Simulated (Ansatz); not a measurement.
Calculation: frozen-core CCSD(T)/cc-pVTZ // B3LYP-D3(BJ)/def2-SVP (Ansatz, a program for electronic structure). The restricted HF reference is unstable towards unrestricted orbitals.

Ansatz 0.2 input:
```yaml
crystal:
  periodic: [false, false, false]
  atoms:
    - { symbol: Al, position_ang: [0.001082, -0.075551, -0.033972] }
    - { symbol: H, position_ang: [0.969579, 0.144937, -1.292256] }
    - { symbol: H, position_ang: [0.650793, -0.839326, 1.216841] }
    - { symbol: H, position_ang: [-1.559154, -0.314306, -0.321163] }
    - { symbol: C, position_ang: [-0.201322, 4.434442, 1.713461] }
    - { symbol: C, position_ang: [-1.374052, 3.764706, 1.361659] }
    - { symbol: C, position_ang: [-1.281744, 2.46861, 0.858313] }
    - { symbol: N, position_ang: [-0.100646, 1.848202, 0.702965] }
    - { symbol: C, position_ang: [1.031728, 2.489422, 1.039698] }
    - { symbol: C, position_ang: [1.024559, 3.784102, 1.5491] }
    - { symbol: H, position_ang: [-0.240531, 5.45127, 2.110795] }
    - { symbol: H, position_ang: [-2.352529, 4.234466, 1.472614] }
    - { symbol: H, position_ang: [-2.162811, 1.89314, 0.564463] }
    - { symbol: H, position_ang: [1.962125, 1.935766, 0.889632] }
    - { symbol: H, position_ang: [1.96583, 4.269904, 1.81051] }
basis:
  gaussian: { orbitals: cc-pVTZ }
correlation:
  method: ccsd_t
```

Output:

```
Functional definition: HF
1888 factors; integrals over basis functions are off by at most 1.0e-3 eV
mean field evaluation 1: about -13342.2967 eV, gradient 3.2e1 eV
mean field evaluation 2: about -13342.7439 eV, gradient 3.2e1 eV
mean field evaluation 4: about -13346.0951 eV, gradient 4.9e0 eV
mean field evaluation 8: about -13346.1497 eV, gradient 2.6e-1 eV
mean field evaluation 16: about -13342.2970 eV, gradient 3.2e1 eV
mean field -13346.14996550 eV, -490.4619648867 hartree, gradient 2.3e-6 eV, S^2 0.000000; 0 other end points of the search recorded, 0 dependent functions left out; unrestricted orbitals would lower it
11 core orbitals not correlated
reference -13346.14996550 eV, -490.4619648867 hartree; 18, 18 occupied and 297, 297 virtual orbitals, 1888 factors
second order -29.59130885 eV of doubles, -0.00000000 eV of singles
cycle   1  -29.58463098 eV  change    6.7e-3 eV  update   1.4e-1
cycle   2  -30.48815665 eV  change   -9.0e-1 eV  update   4.4e-2
cycle   3  -30.67947968 eV  change   -1.9e-1 eV  update   2.0e-2
cycle   4  -30.66593013 eV  change    1.4e-2 eV  update   5.7e-3
cycle   5  -30.66753093 eV  change   -1.6e-3 eV  update   3.4e-3
cycle   6  -30.66923938 eV  change   -1.7e-3 eV  update   9.8e-4
cycle   7  -30.66882615 eV  change    4.1e-4 eV  update   5.3e-4
cycle   8  -30.66869356 eV  change    1.3e-4 eV  update   1.8e-4
cycle   9  -30.66874305 eV  change   -4.9e-5 eV  update   6.7e-5
cycle  10  -30.66874075 eV  change    2.3e-6 eV  update   2.0e-5
perturbative correction -1.55845037 eV, -0.0572719947 hartree
Total energy: -13378.37715662 eV, -491.6462923159 hartree
```

Cost: very roughly 90 core-minutes.
